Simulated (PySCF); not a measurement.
Compound: C10H10BN.
SMILES with atom numbers: `[CH2:1]=[CH:2][C:3]1=[CH:4][N:5]2[CH:6]=[CH:7][CH:8]=[CH:9][B:10]2[CH:11]=[CH:12]1` (hydrogens: H13, H14 on C1; H15 on C2; H16 on C4; H17 on C6; H18 on C7; H19 on C8; H20 on C9; H21 on C11; H22 on C12)

Computed by this run: PBE0-D3(BJ)/def2-SVP geometry optimisation, gas phase (PySCF 2.14.0); density fitting, grid level 1; the optimiser is geomeTRIC in internal coordinates, started from a GFN2-xTB structure with every atom displaced at random (about 0.01 Å).

Step 0: E = -12675.8787 eV
```
atom  x, y, z in Å  |  force x, y, z in eV/Å
C1      3.4776   -1.6594   -1.4159   -3.140   1.347  -0.547
C2      2.2353   -1.1527   -1.6445    1.173  -0.546   0.468
C3      1.2871   -0.6343   -0.6592    2.739  -0.780   1.103
C4      0.1253   -0.1712   -1.0878   -2.723   0.814  -0.654
N5     -0.8618    0.3230   -0.2674    0.433   0.089   0.650
C6     -2.0421    0.7643   -0.7905    0.376  -0.242  -0.534
C7     -3.0237    1.2730   -0.0240   -0.919   0.447  -0.061
C8     -2.8863    1.4016    1.3757   -0.564   0.091   0.392
C9     -1.7629    0.9975    2.0200    0.538  -0.326  -0.966
B10    -0.6295    0.4079    1.1816   -0.241   0.105   0.160
C11     0.7172   -0.1037    1.6510    0.324  -0.184  -1.026
C12     1.6218   -0.5870    0.7486   -0.808   0.079  -0.263
H13     3.8637   -1.6881   -0.4479    0.918  -0.180   1.807
H14     4.0530   -1.9906   -2.2221    1.143  -0.671  -1.387
H15     1.8693   -1.1292   -2.6615   -0.100  -0.012  -0.561
H16    -0.1548   -0.1889   -2.1335    0.076  -0.051  -0.476
H17    -2.1473    0.6827   -1.8647   -0.039  -0.054  -0.421
H18    -3.9550    1.6045   -0.4961    0.165  -0.068  -0.055
H19    -3.7371    1.8083    1.9316   -0.022   0.085   0.004
H20    -1.7254    1.1084    3.0805    0.161   0.063   1.019
H21     0.9996   -0.0919    2.6756    0.280   0.023   1.194
H22     2.5910   -0.9761    1.0461    0.231  -0.029   0.155
```

Step 1: E = -12676.1248 eV
```
atom  x, y, z in Å  |  force x, y, z in eV/Å
C1      3.5140   -1.5085   -1.4464    0.309  -0.396   0.098
C2      2.2238   -1.2188   -1.6442   -0.041   0.282  -0.139
C3      1.2772   -0.7272   -0.6437   -0.559   0.230  -0.195
C4      0.0616   -0.2426   -1.0875    0.550  -0.259   0.230
N5     -0.8789    0.2951   -0.2510   -0.076   0.023  -0.093
C6     -2.0518    0.7634   -0.7963   -0.092   0.044   0.032
C7     -3.0312    1.3249   -0.0338    0.092  -0.040  -0.045
C8     -2.8866    1.4580    1.3783    0.007  -0.019  -0.016
C9     -1.7555    1.0207    2.0117   -0.040   0.023   0.237
B10    -0.6389    0.3857    1.1990    0.033  -0.004  -0.012
C11     0.7009   -0.1666    1.6672   -0.012   0.056   0.208
C12     1.5756   -0.6829    0.7581    0.163  -0.083   0.053
H13     3.9725   -1.4779   -0.4444   -0.057   0.061  -0.336
H14     4.1470   -1.8466   -2.2815   -0.140   0.120   0.262
H15     1.8300   -1.2699   -2.6687    0.025  -0.050   0.082
H16    -0.1873   -0.2631   -2.1502   -0.041   0.008  -0.058
H17    -2.1553    0.6637   -1.8800    0.017  -0.012   0.009
H18    -3.9352    1.6764   -0.5309   -0.049   0.017  -0.026
H19    -3.7099    1.9181    1.9327   -0.030   0.024   0.032
H20    -1.6933    1.1430    3.1020    0.032  -0.028  -0.150
H21     0.9944   -0.1581    2.7268   -0.052  -0.020  -0.170
H22     2.5419   -1.0886    1.0787   -0.040   0.022  -0.003
```

Step 2: E = -12676.1379 eV
```
atom  x, y, z in Å  |  force x, y, z in eV/Å
C1      3.5173   -1.5641   -1.4611   -0.034  -0.039   0.083
C2      2.2391   -1.1994   -1.6310   -0.027   0.038  -0.122
C3      1.2947   -0.6876   -0.6352   -0.009   0.049   0.029
C4      0.0847   -0.2128   -1.0798    0.045  -0.062  -0.098
N5     -0.8751    0.3154   -0.2570   -0.006   0.024   0.141
C6     -2.0540    0.7739   -0.7991    0.045  -0.025  -0.043
C7     -3.0403    1.3167   -0.0334   -0.006   0.000  -0.011
C8     -2.9052    1.4395    1.3820    0.011  -0.004   0.011
C9     -1.7714    1.0109    2.0179   -0.025   0.000  -0.016
B10    -0.6460    0.4001    1.1964    0.062  -0.025  -0.025
C11     0.6970   -0.1418    1.6683    0.056  -0.013   0.094
C12     1.5893   -0.6502    0.7698   -0.039   0.019   0.005
H13     4.0313   -1.5241   -0.4961   -0.062   0.017   0.004
H14     4.1038   -1.9288   -2.3084   -0.015   0.025   0.019
H15     1.8287   -1.2636   -2.6457    0.003  -0.014  -0.019
H16    -0.1598   -0.2374   -2.1455   -0.012   0.007  -0.015
H17    -2.1538    0.6794   -1.8834    0.002  -0.003  -0.009
H18    -3.9486    1.6616   -0.5311    0.002  -0.003   0.002
H19    -3.7371    1.8862    1.9374   -0.001   0.000  -0.005
H20    -1.7077    1.1216    3.1052    0.013  -0.005  -0.016
H21     0.9762   -0.1427    2.7269   -0.009   0.001   0.001
H22     2.5520   -1.0544    1.0985    0.005   0.012  -0.011
```

Question: Estimate the geometry and energy of step 3. (The exact step hangs on the optimiser's Hessian estimate; all steps are aligned on step 2, rigid shifts and turns removed.)

Answer: E = -12676.1355 eV, largest force 0.396 eV/Å
```
atom  x, y, z in Å  |  force x, y, z in eV/Å
C1      3.4764   -1.5927   -1.4073   -0.120   0.118  -0.257
C2      2.2269   -1.1812   -1.6646    0.178  -0.137   0.326
C3      1.2932   -0.6513   -0.6686    0.071  -0.036  -0.023
C4      0.0851   -0.1838   -1.1052   -0.143   0.040  -0.024
N5     -0.8662    0.3305   -0.2627   -0.049   0.029   0.002
C6     -2.0509    0.7783   -0.8005    0.032  -0.004   0.066
C7     -3.0393    1.3036   -0.0264   -0.076   0.027   0.012
C8     -2.8990    1.4149    1.3904   -0.006   0.011   0.013
C9     -1.7582    0.9944    2.0199   -0.006  -0.008  -0.151
B10    -0.6266    0.4044    1.1905   -0.055   0.020  -0.021
C11     0.7221   -0.1279    1.6568   -0.012  -0.034  -0.220
C12     1.6005   -0.6219    0.7362   -0.030   0.029   0.045
H13     3.9277   -1.5247   -0.4192    0.023  -0.030   0.144
H14     4.1066   -1.9861   -2.2013    0.099  -0.074  -0.137
H15     1.8431   -1.2610   -2.6874    0.005   0.038  -0.011
H16    -0.1742   -0.2050   -2.1691    0.013   0.007   0.052
H17    -2.1515    0.6879   -1.8850   -0.004   0.006   0.001
H18    -3.9549    1.6420   -0.5173    0.029  -0.011   0.025
H19    -3.7340    1.8484    1.9533    0.017  -0.014  -0.022
H20    -1.6878    1.0960    3.1047   -0.008   0.013   0.088
H21     1.0080   -0.1411    2.7103    0.037   0.004   0.082
H22     2.5681   -1.0255    1.0481    0.007   0.007   0.011
```

The energy changes by +0.0024 eV. The first-order estimate −F·Δx gives -0.0243 eV and the mean of the old and new forces, exact on a quadratic surface, +0.0029 eV. The step makes an angle of 71° with the force vector and moves no atom by more than 0.129 Å. The energy falls at the start of this step and ends higher, so the step passed the lowest point of its straight line.

The cost below is that of the whole optimisation. The run took 3.9 min on Intel Xeon Platinum 8488C, one thread, no GPU, shared host with 192 logical CPUs at a one-minute load of 44, and the process peaked at 1.0 GiB of memory.
